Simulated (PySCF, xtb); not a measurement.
C₃H₃BrF₂, SMILES FC(/C=C\Br)F. Other conformers were not sampled.

Harmonic wavenumbers (cm⁻¹) from GFN2-xTB (xtb) at its own minimum, in rising order: 24, 128, 210, 375, 447, 483, 580, 645, 764, 875, 1011, 1016, 1084, 1176, 1239, 1248, 1299, 1671, 2903, 3079, 3092.

Task: What does PBE-D3(BJ)/def2-SVP in PySCF give at its own minimum? (An estimate is asked for; the answer gives what the named calculation found.)

Result: 37, 125, 219, 384, 474, 502, 611, 652, 720, 912, 1034, 1063, 1098, 1171, 1255, 1324, 1354, 1656, 3002, 3107, 3152. Paired by order, the mean absolute difference is 30 cm⁻¹ and the zero-point energies are 33.4 and 34.1 kcal/mol.
